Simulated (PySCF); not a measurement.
A PySCF script (with the pyscf-properties extension) for the NMR shieldings of `Cl[SiH2]/C=C/CC1CC1`, C6H11ClSi, on a GFN2-xTB geometry:

```python
import basis_set_exchange as bse
import numpy as np
from pyscf import gto, dft
from pyscf.prop import nmr

atoms = """
Cl    3.353090    1.912372    1.138702
Si    3.600693    0.039029    0.424225
C     1.973237   -0.575506   -0.275917
C     0.831670    0.103942   -0.283403
C    -0.465761   -0.394498   -0.834841
C    -1.541531   -0.374227    0.231284
C    -2.272847    0.899232    0.527658
C    -2.981422   -0.229988   -0.158201
H     4.041357   -0.804671    1.534859
H     4.622879    0.091737   -0.621379
H     1.978316   -1.568244   -0.711745
H     0.788900    1.096128    0.148073
H    -0.773383    0.254826   -1.659906
H    -0.344967   -1.409047   -1.223880
H    -1.320942   -1.020813    1.072614
H    -2.529872    1.121989    1.551973
H    -2.028849    1.773837   -0.056562
H    -3.723609   -0.784374    0.395587
H    -3.216762   -0.122474   -1.206604
"""
names = dict.fromkeys(["Cl", "Si", "C", "H"], "pcSseg-1")
basis = {el: gto.basis.parse(bse.get_basis(n, elements=[el], fmt="nwchem")) for el, n in names.items()}
mol = gto.M(atom=atoms, basis=basis, charge=0, verbose=0)
mf = dft.RKS(mol, xc="PBE0")
mf.grids.level = 2
mf.grids.alignment = dft.numint.BLKSIZE   # the property module wants whole blocks of grid points
mf.conv_tol = 1e-9
mf.kernel()

calc = nmr.RKS(mf)   # GIAO
C = mf.mo_coeff
Co = C[:, mf.mo_occ > 0]
resp = mf.gen_response(singlet=True, hermi=2)
def vind(x):   # induced exchange potential for any number of trial vectors
    d = np.einsum("pi,xij,qj->xpq", C, 2 * x.reshape(-1, C.shape[1], Co.shape[1]), Co, optimize=True)
    return np.einsum("xpq,pi,qj->xij", resp(d - d.transpose(0, 2, 1)), C, Co, optimize=True).ravel()
mo1, _ = nmr.rhf.solve_mo1(calc, with_cphf=vind)
sigma = calc.kernel(mo1)
for i, s in enumerate(sigma):   # ppm
    print("%2d %-2s %9.2f" % (i, mol.atom_pure_symbol(i), np.trace(s) / 3))
```

Problem. Give the expected output.

Solution. 
```
 0 Cl   1035.97
 1 Si    374.48
 2 C      61.53
 3 C      23.99
 4 C     138.85
 5 C     172.98
 6 C     180.43
 7 C     180.10
 8 H      26.35
 9 H      26.38
10 H      25.96
11 H      24.82
12 H      30.37
13 H      28.84
14 H      31.11
15 H      31.13
16 H      31.49
17 H      31.16
18 H      31.57
```

These numbers come from an equivalent density-fitted implementation of the same equations, which agrees with the script to about 0.01 ppm for H and up to a few tenths of a ppm for heavy atoms, so last digits may differ.

Problem. Turn these shieldings into chemical shifts. δ = σ(ref) − σ, references computed at the same level: ³⁵Cl (σ = 949.78 ppm) vs HCl; ²⁹Si (σ = 349.16 ppm) and ¹³C (σ = 186.93 ppm) and ¹H (σ = 31.72 ppm) against TMS.

Solution. Averaging equivalent atoms: Cl 0: -86; Si 1: -25.3; C 3: 162.9; C 2: 125.4; C 4: 48.1; C 5: 13.9; C 6/7: 6.7; H 11: 6.89; H 10: 5.76; H 8/9: 5.35; H 12/13: 2.12; H 14: 0.61; H 15/17: 0.57; H 16/18: 0.19 ppm. 

Size and cost of the density-fitted run: 205 basis functions, 77 s wall time on 1 thread of an Intel Xeon, shared host; peak memory 0.92 GiB.
